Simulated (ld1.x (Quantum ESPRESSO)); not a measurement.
What one change does to a pseudopotential (lithium (Li), RRKJ)

| Property | Result |
| --- | --- |
| Element | Li |
| Generator | ld1.x (Quantum ESPRESSO) 7.5 |
| Type | norm-conserving RRKJ (Kleinman–Bylander form) |
| Functional | PBE |
| Relativity | scalar-relativistic |
| Frozen core | none |
| Valence charge | 3 |
| Reference configuration | 1s2 2s0 2p0 (charge +1) |
| Partial waves | 1s (bound): rc 0.40 bohr; 2p (bound, empty): rc 4.20 bohr; 3d channel at -0.1 Ry: rc 3.25 bohr |
| Local potential | all-electron potential smoothed inside 0.75 bohr (lloc = -1) |
| Core correction | none |

Change: local potential all-electron potential smoothed inside 2.96 bohr (lloc = -1).

Cutoffs: the cutoffs (Ry, on a coarse ladder) from which the occupation-weighted sum of valence levels, in a spherical-Bessel basis at the reference potential, stays within 10 and 1 mRy of its value at 400 Ry; they do not see the model core or the augmentation charge, which bear on the density cutoff. Errors are all-electron minus pseudo energies relative to the spin-unpolarised reference configuration.

Problem. How do hardness, ghosts and transferability respond?

Solution. Of the 4 tests that both files solve, the error grows in 3 and shrinks in 0 by more than 15 % and 0.3 meV (median size 9.8 → 288.0 meV); the range in which the s phases agree narrows (upper end 2.9 → -0.7); neither file shows a bound ghost. The local part now departs from the all-electron potential out to 2.96 bohr, far beyond the s radius of 0.40 bohr, and whatever the projectors do not describe feels it: the likely cause.

| quantity | base | changed |
| --- | --- | --- |
| cutoff, loose | over 300 Ry | over 300 Ry |
| cutoff, tight | over 300 Ry | over 300 Ry |
| bound ghosts | none | none |
| error for 1s2 2s1 2p0, meV [ΔE -5.30 eV] | -2.9 | -346 |
| error for 1s2 2s0.5 2p0, meV [ΔE -3.25 eV] | -2.0 | -230 |
| error for 1s2 2s0 2p1, meV [ΔE -3.51 eV] | +27 | +23 |
| error for 1s1 2s1 2p0, meV [ΔE 63.11 eV] | -17 | -1667 |
| s: phases at 4.57 bohr within 0.05 rad from the reference energy up to (Ry; the scan ends near 5) | 2.9 | -0.7 |
| p: phases at 4.57 bohr within 0.05 rad from the reference energy up to (Ry; the scan ends near 5) | 0.3 | 0.2 |
| d: phases at 4.57 bohr within 0.05 rad from the reference energy up to (Ry; the scan ends near 5) | 1.4 | 1.5 |
